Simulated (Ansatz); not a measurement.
`C[SiH2]SSC` + `BC(=C)Br` → `C=C(Br)BC` + `C[SiH2]SS`  (formal exchange of groups at a C–S bond)

Calculated with Ansatz (gas phase, PBE0-D4/def2-TZVP geometries, no zero-point term in ΔE). CCSD(T)/CBS adds triple-zeta CCSD(T) − MP2 to the extrapolated MP2 energy (def2 sets, frozen cores). DFT in def2-TZVPP. For Br outer-core shells are correlated without core-valence functions, which leaves a few kJ/mol of doubt a bond. Scalar relativity is left out up to krypton. Each species was taken in one conformer, which may not be the lowest.

```tsv
level	ΔE (kcal/mol)	difference from CCSD(T)/CBS
BHLYP-D4	-12.2	0.0
ωB97X-V	-12.2	0.0
ωB97M-V	-12.9	-0.7
PBE	-12.8	-0.6
BLYP	-12.3	-0.1
LC-ωPBE	-13.4	-1.2
RPA@PBE/def2-TZVPP	-11.6	0.6
HF/def2-QZVPP	-11.6	0.6
MP2/def2-QZVPP	-11.8	0.4
SCS-MP2/def2-QZVPP	-11.3	0.9
CCSD(T)/CBS	-12.2	0
```

Problem. What do rigid-rotor, harmonic-oscillator terms from PBE0-D4/def2-TZVP frequencies (298.15 K, 1 bar) make of the CCSD(T)/CBS value? (Estimate.)

Solution. Computed: ΔZPE = -0.7 kcal/mol, ΔH = -12.8 kcal/mol, ΔS = 8 J/(mol·K), ΔG = -13.4 kcal/mol.

Largest T1 diagnostic among the species: 0.011.

At CCSD(T), def2-SVP lies −1.3 kcal/mol from the extrapolated value and def2-TZVPP −0.3 kcal/mol. Leaving LDA and LC-ωPBE aside and taking each functional with its dispersion term where it has one, the values, not all of them listed here, spread over 2.5 kcal/mol, from B97M-V to revPBE-D4. LDA lies −1.8 kcal/mol from PBE without D4.
